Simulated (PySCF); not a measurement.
# Levels of Cu(26+) from EOM-EA-GCCSD

Reference: closed-shell Cu(27+), 1s2; one electron is added. Calculated with PySCF 2.14, two-component X2C-1e with screened spin-orbit coupling, an uncontracted even-tempered set (17 s from 3.7 bohr⁻², ratio 2.6; 11 p from 4.8 bohr⁻², ratio 2.6; 6 d from 5 bohr⁻², ratio 2.8; 3 f from 220 bohr⁻², ratio 2.8); frozen nothing; the 34 highest virtual spinors dropped; of the others 52 kept and the rest restored at second order. No Breit or QED terms. Binding energies in eV.

```
level  Koopmans  second order  EOM-CCSD
2s1/2    2587.7        2587.8    2587.8
2p1/2    2533.1        2533.4    2533.4
2p3/2    2506.1        2506.4    2506.4
```

Electric-dipole lines between these computed levels:

```csv
lower,upper,ΔE (eV),vacuum wavelength (nm)
2s1/2,2p1/2,54.396,22.79
2s1/2,2p3/2,81.402,15.23
```

For comparison, the ionisation energy of Cu(26+) is 2587.0 eV (theoretical estimate listed by NIST; NIST Atomic Spectra Database, ionization energies).

Only part of the computed levels is shown.
